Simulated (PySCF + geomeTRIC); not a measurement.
Method: CAM-B3LYP-D3(BJ)/def2-TZVP (PySCF + geomeTRIC). fastk is a local helper that only speeds up exchange builds. No frequencies were computed at this level.

```python
import json, numpy as np
from pyscf import gto, dft
from fastk import lowrank_exchange
atoms = """
N     -1.263446    -0.097927    -0.282766
In     0.768971     0.057792    -0.008530
Cl     1.777295     2.116591    -0.009130
Cl     2.079336    -1.822249     0.006571
H     -1.744055     0.690441     0.142050
H     -1.618100    -0.944649     0.151805
"""
def scf(charge, spin, dm0=None):
    mol = gto.M(atom=atoms, basis='def2-tzvp', ecp={'In': 'def2-tzvp'}, charge=charge, spin=spin, verbose=3, max_memory=5040)
    mf = dft.KS(mol, xc='cam-b3lyp').density_fit(auxbasis="def2-universal-jkfit")
    mf.disp = 'd3bj'
    mf.grids.level = 3
    mf.conv_tol = 1e-8
    mf.max_cycle = 60
    mf.kernel(dm0)
    if not mf.converged:
        mf = mf.newton().run(mf.mo_coeff, mf.mo_occ).undo_soscf()
    return mf
mf = scf(0, 0)
from pyscf.geomopt.geometric_solver import kernel as optimize
path = []
done, mol = optimize(mf, maxsteps=80, assert_convergence=False, callback=lambda env: path.append((env["energy"], bool(env["g_scanner"].converged))))
res = dict(converged=bool(done and path[-1][1]), energy=path[-1][0], path=[e for e, c in path], xyz=mol.atom_coords(unit="Angstrom").tolist(), nao=mol.nao)
json.dump(res, open("result.json", "w"))
```

Output:

```
converged SCF energy = -1166.64279139731
Geometry optimization cycle 1
converged SCF energy = -1166.6427913973
cycle 1: E = -1166.6427914  dE = -1166.64  norm(grad) = 0.0272394
Geometry optimization cycle 2
converged SCF energy = -1166.6439503478
cycle 2: E = -1166.64395035  dE = -0.00115895  norm(grad) = 0.00808996
Geometry optimization cycle 3
converged SCF energy = -1166.64437524922
cycle 3: E = -1166.64437525  dE = -0.000424901  norm(grad) = 0.00537955
Geometry optimization cycle 4
converged SCF energy = -1166.64468827591
cycle 4: E = -1166.64468828  dE = -0.000313027  norm(grad) = 0.00245906
Geometry optimization cycle 5
converged SCF energy = -1166.6447426799
cycle 5: E = -1166.64474268  dE = -5.4404e-05  norm(grad) = 0.0010871
Geometry optimization cycle 6
converged SCF energy = -1166.64475484351
cycle 6: E = -1166.64475484  dE = -1.21636e-05  norm(grad) = 0.000512566
Geometry optimization cycle 7
converged SCF energy = -1166.64475636942
cycle 7: E = -1166.64475637  dE = -1.52591e-06  norm(grad) = 0.000285878
Geometry optimization cycle 8
converged SCF energy = -1166.64475583074
cycle 8: E = -1166.64475583  dE = 5.38682e-07  norm(grad) = 0.000350413
Geometry optimization cycle 9
converged SCF energy = -1166.64475606907
cycle 9: E = -1166.64475607  dE = -2.38336e-07  norm(grad) = 0.000358136
Geometry optimization cycle 10
converged SCF energy = -1166.64475654377
cycle 10: E = -1166.64475654  dE = -4.74699e-07  norm(grad) = 0.0002893
<class 'geometric.internal.Distance'> : 5
<class 'geometric.internal.Angle'> : 5
<class 'geometric.internal.OutOfPlane'> : 1
<class 'geometric.internal.Dihedral'> : 4
<class 'geometric.internal.TranslationX'> : 1
<class 'geometric.internal.TranslationY'> : 1
<class 'geometric.internal.TranslationZ'> : 1
<class 'geometric.internal.RotationA'> : 1
<class 'geometric.internal.RotationB'> : 1
<class 'geometric.internal.RotationC'> : 1
Step    0 : Gradient = 1.112e-02/1.978e-02 (rms/max) Energy = -1166.6427913973
Step    1 : Displace = 2.191e-02/3.514e-02 (rms/max) Trust = 1.000e-01 (=) Grad = 3.303e-03/6.310e-03 (rms/max) E (change) = -1166.6439503478 (-1.159e-03) Quality = 1.061
Step    2 : Displace = 2.129e-02/2.637e-02 (rms/max) Trust = 1.414e-01 (+) Grad = 2.196e-03/3.914e-03 (rms/max) E (change) = -1166.6443752492 (-4.249e-04) Quality = 1.471
Step    3 : Displace = 2.794e-02/4.189e-02 (rms/max) Trust = 2.000e-01 (+) Grad = 1.004e-03/1.560e-03 (rms/max) E (change) = -1166.6446882759 (-3.130e-04) Quality = 1.243
Step    4 : Displace = 1.266e-02/2.038e-02 (rms/max) Trust = 2.828e-01 (+) Grad = 4.438e-04/7.959e-04 (rms/max) E (change) = -1166.6447426799 (-5.440e-05) Quality = 1.232
Step    5 : Displace = 7.272e-03/1.221e-02 (rms/max) Trust = 3.000e-01 (+) Grad = 2.093e-04/3.596e-04 (rms/max) E (change) = -1166.6447548435 (-1.216e-05) Quality = 1.000
Step    6 : Displace = 3.859e-03/5.887e-03 (rms/max) Trust = 3.000e-01 (=) Grad = 1.167e-04/1.742e-04 (rms/max) E (change) = -1166.6447563694 (-1.526e-06) Quality = 0.425
Step    7 : Displace = 2.562e-03/3.581e-03 (rms/max) Trust = 3.000e-01 (=) Grad = 1.431e-04/2.400e-04 (rms/max) E (change) = -1166.6447558307 (+5.387e-07) Quality = -0.245
Step    8 : Displace = 1.315e-03/2.090e-03 (rms/max) Trust = 1.281e-03 (-) Grad = 1.462e-04/2.566e-04 (rms/max) E (change) = -1166.6447560691 (-2.383e-07) Quality = 0.090
Step    9 : Displace = 6.577e-04/8.377e-04 (rms/max) Trust = 6.404e-04 (-) Grad = 1.181e-04/1.998e-04 (rms/max) E (change) = -1166.6447565438 (-4.747e-07) Quality = 0.569
Converged! =D
```

Cost: about 3 core-minutes (a rough figure).
